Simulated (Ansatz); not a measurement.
Se(CCH)2 (C4H2Se). Total charge 0; singlet. Geometry PBE0-D4/def2-SVP, basis def2-TZVP, Ansatz.

```
run  HOMO (eV)  LUMO (eV)
  A      -6.23      -1.12
  B      -5.64      -1.66
  C      -5.58      -1.58
  D      -6.69      -0.69
  E      -5.84      -1.34
  F      -5.82      -1.87
```

Problem. The runs used B97M-V, LDA (SPW92), PBE, PBE0, r2SCANh, revPBE. Estimate which is which.

Solution. A r2SCANh (10 % exact exchange); B PBE (0 % exact exchange); C revPBE (0 % exact exchange); D PBE0 (25 % exact exchange); E B97M-V (0 % exact exchange); F LDA (SPW92) (0 % exact exchange). Exact exchange lowers occupied and raises empty levels; among semilocal functionals meta-GGAs tend to open the gap a little, and such runs are hard to tell apart. The gap grows from 3.95 eV (LDA (SPW92)) to 5.99 eV (PBE0).
